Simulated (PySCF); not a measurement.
SMILES CC(C)Cc1occc1 (C₈H₁₂O) (GFN2-xTB optimised geometry):

```
21

C     -0.257    -1.577     2.464
C     -1.283    -1.192     1.402
C     -2.397    -2.233     1.332
C     -0.611    -1.046     0.025
C      0.381     0.063     0.000
C      1.745     0.063     0.000
C      2.145     1.423     0.000
C      0.996     2.147     0.002
O     -0.076     1.335     0.002
H      0.187    -2.542     2.228
H     -0.729    -1.646     3.441
H      0.538    -0.837     2.516
H     -1.721    -0.224     1.669
H     -3.147    -1.948     0.598
H     -1.992    -3.203     1.052
H     -2.885    -2.332     2.299
H     -1.382    -0.848    -0.723
H     -0.105    -1.977    -0.235
H      2.386    -0.795    -0.002
H      3.147     1.801    -0.001
H      0.811     3.203     0.002
```

Level of theory: PBE0/def2-SVP (PySCF).

Question: What are the frontier orbital energies and the dipole moment?

Answer: HOMO-2 -9.17 eV, HOMO-1 -7.92 eV, HOMO -6.22 eV, LUMO 0.58 eV, LUMO+1 1.88 eV; dipole moment 0.43 D.

Meta-Löwdin charges at PBE0/def2-SVP: C1 -0.30, C2 -0.04, C3 -0.30, C4 -0.19, C5 0.17, C6 -0.19, C7 -0.17, C8 0.03, O9 -0.24, H10 0.09, H11 0.10, H12 0.10, H13 0.09, H14 0.10, H15 0.09, H16 0.10, H17 0.11, H18 0.10, H19 0.12, H20 0.12, H21 0.12.
